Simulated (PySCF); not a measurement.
Sn(SiH3)4, H12Si4Sn, SMILES [Sn]([SiH3])([SiH3])([SiH3])[SiH3] (GFN2-xTB optimised geometry):

```
17

Si    -2.895     1.092    -2.880
Sn    -0.794    -0.084    -2.018
Si    -1.379    -2.476    -1.327
Si     0.973    -0.133    -3.866
Si     0.131     1.185     0.000
H     -3.901     0.128    -3.310
H     -2.590     1.949    -4.020
H     -3.496     1.928    -1.848
H     -1.589    -2.575     0.112
H     -0.313    -3.406    -1.682
H     -2.599    -2.932    -1.983
H      0.963    -1.407    -4.577
H      0.741     0.921    -4.847
H      2.312     0.059    -3.321
H     -0.310     2.575     0.000
H     -0.309     0.582     1.253
H      1.589     1.185     0.000
```

Calculation: B3LYP/def2-SVP, def2 effective core potentials past Kr in PySCF.

Question: What are the frontier orbital energies and the dipole moment?

Answer: HOMO-2 -7.46 eV, HOMO-1 -7.46 eV, HOMO -7.45 eV, LUMO -0.64 eV, LUMO+1 -0.61 eV; dipole moment 0.01 D.

On the same geometry PBE/def2-SVP, def2 effective core potentials past Kr in PySCF 2.14.0 gives HOMO-2 -6.68 eV, HOMO-1 -6.68 eV, HOMO -6.67 eV, LUMO -1.25 eV, LUMO+1 -1.22 eV; dipole moment 0.01 D.
